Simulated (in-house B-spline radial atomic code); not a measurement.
## B3LYP (VWN-RPA) excitations of Si2+

Method: B3LYP (VWN-RPA). Computed with a B-spline radial code for spherical atoms: linear response of the closed shell [Ne] 3s2 with the functional's adiabatic kernel; non-relativistic, point nucleus, no spin-orbit coupling, no double excitations, S, P, D and F terms only.

Command:
```bash
python run_td.py task.json out
```
Settings (radii: box in bohr, nucleus in fm):
```
Z                        14
electrons                12
configuration            [Ne] 3s2
hamiltonian              nr
method                   b3lyp
box_radius               29.48
intervals                52
```

Cost of the run: 0.2 s on 1 thread of Intel(R) Xeon(R) 6975P-C (Granite Rapids), with other jobs on the host.

The lowest states, in the order of their Tamm-Dancoff energies; the method's threshold (minus the highest occupied level) is 29.501 eV. Labels give the largest channel, * marks a mixed state, and oscillator strengths are full-response dipole values. Semilocal kernels can invert the small singlet-triplet splittings of Rydberg terms. Energies in eV:

```json
{"state": "3s → 3p 3P", "full response": "6.126", "Tamm-Dancoff": "6.357", "oscillator strength": "-"}
{"state": "3s → 3p 1P", "full response": "10.297", "Tamm-Dancoff": "10.750", "oscillator strength": "1.61"}
{"state": "3s → 3d 3D", "full response": "16.538", "Tamm-Dancoff": "16.597", "oscillator strength": "-"}
{"state": "3s → 3d 1D", "full response": "17.820", "Tamm-Dancoff": "17.825", "oscillator strength": "-"}
{"state": "3s → 4s 3S", "full response": "?", "Tamm-Dancoff": "?", "oscillator strength": "-"}
{"state": "3s → 4s 1S", "full response": "19.160", "Tamm-Dancoff": "19.183", "oscillator strength": "-"}
{"state": "3s → 4p 3P", "full response": "?", "Tamm-Dancoff": "?", "oscillator strength": "-"}
{"state": "3s → 4p 1P", "full response": "21.096", "Tamm-Dancoff": "21.134", "oscillator strength": "0.0126"}
{"state": "3s → 4d 3D", "full response": "23.707", "Tamm-Dancoff": "23.716", "oscillator strength": "-"}
{"state": "3s → 4d 1D", "full response": "23.906", "Tamm-Dancoff": "23.908", "oscillator strength": "-"}
```

(1) Where does 3s → 4s 3S lie?

(2) Where does 3s → 4p 3P lie?

(3) How large is the singlet-triplet splitting of 3s → 3p (P terms) in Tamm-Dancoff?

(4) What polarisabilities and dispersion coefficient does the method give?

Answers

(1) At 18.485 eV in full response, 18.490 eV in Tamm-Dancoff.

(2) At 20.823 eV in full response, 20.832 eV in Tamm-Dancoff.

(3) 4.39 eV, from the unrounded values.

(4) Dipole 11.55 bohr³, quadrupole 36.1 bohr⁵, C6 39.43 hartree·bohr⁶ for two such species.
